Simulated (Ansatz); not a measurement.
Start from `[O]=[Mo](=[O])([F])[F]` and change one atom or group to get `[NH2][Mo](=[O])(=[O])[F]`.

Ansatz, PBE0-D4/def2-TZVP geometries, multiplicity 1. Each molecule was computed in one conformer, which needn't be the lowest.

Elements past krypton have def2 core potentials.

```csv
property,`[O]=[Mo](=[O])([F])[F]`
size of the dipole moment (PBE/def2-TZVPP) / D,0.99
HOMO–LUMO gap (ωB97M-V/def2-TZVPP) / eV,11.46
HOMO energy (B3LYP/def2-TZVPP) / eV,-9.83
HOMO energy (PBE/def2-TZVPP) / eV,-8.37
LUMO energy (PBE0/def2-TZVPP) / eV,-3.23
HOMO energy (PBE0/def2-TZVPP) / eV,-10.08
```

Task: What does the change do to each property? (Estimate.)

Result: Computed: 
```csv
property,`[NH2][Mo](=[O])(=[O])[F]`,shift
size of the dipole moment (PBE/def2-TZVPP) / D,3.70,2.71
HOMO–LUMO gap (ωB97M-V/def2-TZVPP) / eV,11.16,-0.30
HOMO energy (B3LYP/def2-TZVPP) / eV,-8.72,1.11
HOMO energy (PBE/def2-TZVPP) / eV,-7.49,0.88
LUMO energy (PBE0/def2-TZVPP) / eV,-2.30,0.93
HOMO energy (PBE0/def2-TZVPP) / eV,-8.95,1.13
```

With PBE0 the HOMO rises by 1.13 eV and the LUMO rises by 0.93 eV, so the gap narrows by about 0.20 eV. PBE moves the HOMO by 0.88 eV and ωB97M-V by 1.19 eV. The zero-point energy changes by 61.1 kJ/mol with +6 modes. Dipoles are sizes alone; their direction can turn.

B3LYP here is the variant with VWN-RPA as its local correlation; programs differ in this.
